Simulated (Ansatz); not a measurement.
`[Cl][Sn]([Cl])([Cl])[SeH]` + `[F][AlH][F]` → `[F][Al]([F])[SeH]` + `[Cl][SnH]([Cl])[Cl]` at 700 K and 1 bar (formal exchange of groups at the Se–Sn bond).

Isolated molecules relaxed with PBE0-D4/def2-TZVP in Ansatz; ΔE leaves out vibrations. CBS: MP2 limit from def2 TZ/QZ plus the TZ coupled-cluster correction, frozen cores. This one scheme is used for every species. Elements past krypton have def2 core potentials. For Se, Sn outer-core shells are correlated without core-valence functions, which leaves a few kJ/mol of doubt a bond. Scalar relativity is left out up to krypton. One conformer a species, not always the lowest.

```json
{"species": "`[Cl][Sn]([Cl])([Cl])[SeH]`", "CCSD(T)/CBS energy (Eh)": "-3994.83873", "H − E (kJ/mol)": "104.1", "S (J/(mol·K))": "522.9"}
{"species": "`[F][AlH][F]`", "CCSD(T)/CBS energy (Eh)": "-442.35155", "H − E (kJ/mol)": "69.3", "S (J/(mol·K))": "318.9"}
{"species": "`[F][Al]([F])[SeH]`", "CCSD(T)/CBS energy (Eh)": "-2843.11067", "H − E (kJ/mol)": "89.0", "S (J/(mol·K))": "403.8"}
{"species": "`[Cl][SnH]([Cl])[Cl]`", "CCSD(T)/CBS energy (Eh)": "-1594.09169", "H − E (kJ/mol)": "84.4", "S (J/(mol·K))": "425.1"}
```

H − E and S are ideal-gas, rigid-rotor, harmonic terms from PBE0-D4/def2-TZVP, for one conformer and one mirror image of each species. 1 Eh = 2625.50 kJ/mol, R = 8.31446 J/(mol·K).

Task: By hand: ΔE, ΔH, ΔS and ΔG.

Result: ΔE = (-2843.11067) + (-1594.09169) − (-3994.83873) − (-442.35155) = -0.01208 Eh = -31.7 kJ/mol. Δ(H − E) = 89.0 + 84.4 − 104.1 − 69.3 = 0.0, so ΔH = -31.7 kJ/mol. ΔS = 403.8 + 425.1 − 522.9 − 318.9 = -12.9 J/(mol·K). ΔG = -31.7 − 700 × (-12.9)/1000 = -22.7 kJ/mol.

Task: By hand: the equilibrium constant, and the temperature at which ΔG would vanish if ΔH and ΔS stayed fixed.

Result: log₁₀ K = −ΔG/(RT ln 10) = 1.7. ΔG = 0 at ΔH/ΔS = 2457 K, though so small a ΔS makes that figure unsure.

The number of gas molecules stays the same, so ΔS is small and ΔH decides. A doubt of 5 kJ/mol in ΔE shifts log₁₀ K by 0.4 here. Other conformers and mirror images would add mixing entropy, several J/(mol·K) or more a flexible species. Modes under 60 cm⁻¹, often nearly free rotors, make the harmonic entropy too high. These are equilibria of isolated gas molecules and say nothing of rates. Largest T1 diagnostic: 0.013 (customary marks: 0.02 for closed shells, 0.045 for open ones).
